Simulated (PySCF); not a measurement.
Molecule: `[O-]c1ccc(F)cc1`, [C6H4FO]-.

Bonds (- single, = double, # triple, : aromatic): O1-C2, C2:C3, C3:C4, C4:C5, C5-F6, C5:C7, C7:C8, C8:C2. C3 carries H9; C4 carries H10; C7 carries H11; C8 carries H12. Formal charges: O1 -1.

Total charge -1.

Frames of a GFN2-xTB Langevin trajectory at 300 K; GIAO PBE0/pcSseg-1 shieldings in PySCF 2.14, gas phase, non-relativistic; equivalent atoms averaged within each frame.

Shifts are taken against calculated references (same method and geometry level): H2O for 17O (σ = 336.08 ppm); TMS for 13C (σ = 186.93 ppm) and 1H (σ = 31.72 ppm); 19F (σ = 170.95 ppm) vs CFCl3. The references are static minima.

Problem. How do the shifts (ppm) fluctuate along the trajectory?

Solution. 
```
         time (fs)     O1     C2     C5  C4/C7  C3/C8      F6  H10/H11  H9/H12
optimised geometry  340.8  176.1  153.3  118.0  119.8  -170.8     6.44    5.68
               250  351.3  179.2  153.8  119.3  118.5  -169.8     6.54    5.78
               425  348.1  174.8  152.9  119.7  118.3  -171.8     6.39    5.51
               625  344.8  177.6  152.9  115.2  121.8  -166.2     6.52    5.88
               800  338.5  173.4  152.0  117.7  119.1  -169.2     6.35    5.48
              1000  334.6  178.3  159.0  119.6  122.9  -159.7     6.83    5.69
    mean of frames  343.4  176.6  154.1  118.3  120.1  -167.4     6.52    5.66
standard deviation    6.8    2.5    2.8    1.9    2.1     4.7     0.19    0.17
```

5 frames give an uncertainty of the mean of about the standard deviation over 2.2 at best, since frames this close in time may not be independent; classical motion lacks zero-point vibration, and the reference would need the same averaging.
